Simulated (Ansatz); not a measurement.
`NB(Cl)Br` + HBr → `NB(Br)Br` + HCl  (ligand exchange at a B–Cl bond)

Computed with Ansatz on PBE0-D4/def2-TZVP structures; ΔE is electronic, products minus reactants. CCSD(T)/CBS is the MP2 limit (def2-TZVPP, def2-QZVPP) plus CCSD(T) − MP2 in def2-TZVPP, frozen cores. This one scheme is used for every species. DFT in def2-TZVPP. For Br outer-core shells are correlated without core-valence functions, which leaves a few kJ/mol of doubt a bond. Scalar relativity is left out up to krypton. One conformer a species, not always the lowest.

```tsv
level	ΔE (kJ/mol)	difference from CCSD(T)/CBS
revPBE-D4	9.2	3.7
r2SCAN-D4	10.2	4.7
B97M-V	12.7	7.2
PBE	10.2	4.7
r2SCAN	10.4	4.9
BHLYP	11.9	6.4
MP2/def2-TZVPP	4.7	-0.8
CCSD(T)/def2-TZVPP	6.7	1.2
MP2/def2-QZVPP	4.2	-1.3
SCS-MP2/def2-QZVPP	5.8	0.3
CCSD(T)/CBS	5.5	0
```

Largest T1 diagnostic among the species: 0.009.

Leaving LDA and LC-ωPBE aside and taking each functional with its dispersion term where it has one, the values, not all of them listed here, spread over 5.1 kJ/mol, from PBE-QIDH to B97M-V. In def2-TZVPP, CCSD(T) changes the Hartree–Fock value by −5.2 kJ/mol (the triples alone add −0.4 kJ/mol) and MP2 by −7.2 kJ/mol. At CCSD(T), def2-SVP lies +11.4 kJ/mol from the extrapolated value and def2-TZVPP +1.2 kJ/mol.
